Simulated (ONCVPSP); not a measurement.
# Varying the ONCV potential for fluorine (F)

Base potential:

```
Element                 : fluorine (F)
Generator               : ONCVPSP 4.0.1
Type                    : optimised norm-conserving Vanderbilt (ONCV)
Functional              : PBEsol
Relativity              : scalar-relativistic
Frozen core             : [He]
Valence charge          : 7
Reference configuration : 2s2 2p5
Partial waves           : 2s: rc 0.60 bohr, ncon 4, nbas 7, qcut 13 1/bohr, 2 projectors, debl 1.8 Ha; 2p: rc 1.60 bohr, ncon 3, nbas 7, qcut 6.9 1/bohr, 3 projectors, debl 2.4 Ha; d scattering state at 0.13 Ha: rc 1.50 bohr, ncon 4, nbas 8, qcut 7.2 1/bohr, 1 projector
Local potential         : polynomial inside 0.55 bohr (lpopt 5, dvloc0 0 Ha)
Core correction         : none
```

Cutoffs, loose and tight: the cutoffs (Ha) at which the residual kinetic energy of the hardest occupied pseudo-wave falls to 1 and 0.1 mHa per electron. They do not see the model core or the augmentation charge, which bear on the density cutoff. Test errors are all-electron minus pseudo excitation energies from the reference, over the configurations 2s2 2p4; 2s2 2p3; 2s2 2p2; 2s2 2p4.5. A dash means not determined; rows that change the core or the reference have their own tests.

A true bound ghost makes a file unfit for plane-wave use even where its test errors are small: the radial tests pick states by their node count and pass the ghost by.

| change | outcome | cutoff, loose | cutoff, tight | bound ghosts | GHOST(+) flags above zero | largest test error (meV) |
| --- | --- | --- | --- | --- | --- | --- |
| base | generated | 56 Ha | 181 Ha | s | p, d | +2830 |
| all radii scaled by about 0.77 (s 0.46, p 1.24, d 1.16 bohr); local potential polynomial inside 0.42 bohr (lpopt 5, dvloc0 0 Ha) | failed: optimize: ERROR ps0norm > uunorm, code will stop | – | – | – | – | – |
| all radii scaled by about 0.87 (s 0.52, p 1.40, d 1.30 bohr); local potential polynomial inside 0.48 bohr (lpopt 5, dvloc0 0 Ha) | failed: optimize: ERROR ps0norm > uunorm, code will stop | – | – | – | – | – |
| all radii scaled by about 0.96 (s 0.58, p 1.54, d 1.44 bohr); local potential polynomial inside 0.52 bohr (lpopt 5, dvloc0 0 Ha) | generated | 56 Ha | 319 Ha | s | d | +2550 |
| all radii scaled by about 1.06 (s 0.64, p 1.70, d 1.58 bohr); local potential polynomial inside 0.58 bohr (lpopt 5, dvloc0 0 Ha) | generated | 59 Ha | 73 Ha | none | p, d | +3265 |
| all radii scaled by about 1.23 (s 0.74, p 1.96, d 1.84 bohr); local potential polynomial inside 0.68 bohr (lpopt 5, dvloc0 0 Ha) | generated | 61 Ha | 75 Ha | p | none | +4435 |
| all radii scaled by about 1.30 (s 0.78, p 2.08, d 1.94 bohr); local potential polynomial inside 0.72 bohr (lpopt 5, dvloc0 0 Ha) | generated | 60 Ha | 73 Ha | none | p | +4925 |

(1) What comes out with this change to the base: all radii scaled by about 1.12 (s 0.68, p 1.78, d 1.68 bohr); local potential polynomial inside 0.62 bohr (lpopt 5, dvloc0 0 Ha)?

Answers

(1) outcome: generated; cutoff, loose: 61 Ha; cutoff, tight: 75 Ha; bound ghosts: none; GHOST(+) flags above zero: p; largest test error (meV): +3592.

Reading the sweep of the scale of all radii (base = 1) (base included, trends over the rows without a ghost): Bound ghosts are found at 0.96, 1, 1.23. The generation fails at 0.77, 0.87.
